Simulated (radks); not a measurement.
Values are calculated unless marked as measured or tabulated.
Task: These are the eigenvalues of the occupied orbitals of an atom or ion with whole-number occupations (eV). Code: a radial shooting solver on a logarithmic mesh with Libxc functionals. Model: Dirac Kohn-Sham, PBE, spin-unpolarised, spherical densities, finite nucleus; Fermi nuclear charge, rms radius of each element as measured or else 0.836 A^(1/3) + 0.57 fm.

1s1/2: -18863.57
2s1/2: -2694.067
2p1/2: -2477.669
2p3/2: -2381.901
3s1/2: -502.7987
3p1/2: -421.3480
3p3/2: -405.8056
3d3/2: -262.1005
3d5/2: -259.2018
4s1/2: -119.0895
4p1/2: -95.5980
4p3/2: -93.2229

Which element is it, and in what charge state? The configuration may be excited. Open shells, if any, are shared by 2j + 1.

Result: Z = 41, niobium, charge +5: Nb5+ in [Kr]. The list shows which subshells hold electrons but not how many an open one holds; the 1s level, -693.22 hartree, gives Z - s = 37.2 by -(Z - s)^2/2, which with screening and relativity narrows Z to a few neighbours, and the depths of the outer levels then fix element, charge and occupations together.
